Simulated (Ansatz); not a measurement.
`[O]=[Nb]([OH])([OH])[Cl]` and `[O]=[V]([OH])([OH])[Cl]` differ in one element.

Ansatz, PBE0-D4/def2-TZVP geometries, multiplicity 1. Each molecule was computed in one conformer, which needn't be the lowest.

Elements past krypton have def2 core potentials. Scalar relativity is left out up to krypton.

```
                                          property  `[O]=[Nb]([OH])([OH])[Cl]`
                LUMO energy (PBE0/def2-TZVPP) / eV                       -1.64
               LUMO energy (B3LYP/def2-TZVPP) / eV                       -1.88
              HOMO–LUMO gap (PBE0/def2-TZVPP) / eV                        7.51
size of the dipole moment (ωB97M-V/def2-TZVPP) / D                        2.37
               HOMO–LUMO gap (PBE/def2-TZVPP) / eV                        5.24
           HOMO–LUMO gap (ωB97M-V/def2-TZVPP) / eV                       11.93
```

Q: What does the change do to each property? (Estimate.)

A: Ansatz gave: 
```tsv
property	`[O]=[V]([OH])([OH])[Cl]`	shift
LUMO energy (PBE0/def2-TZVPP) / eV	-3.04	-1.40
LUMO energy (B3LYP/def2-TZVPP) / eV	-3.31	-1.43
HOMO–LUMO gap (PBE0/def2-TZVPP) / eV	6.08	-1.43
size of the dipole moment (ωB97M-V/def2-TZVPP) / D	2.35	-0.02
HOMO–LUMO gap (PBE/def2-TZVPP) / eV	3.80	-1.44
HOMO–LUMO gap (ωB97M-V/def2-TZVPP) / eV	10.56	-1.37
```

Dipoles are sizes alone; their direction can turn.

B3LYP here is the variant with VWN-RPA as its local correlation; programs differ in this.
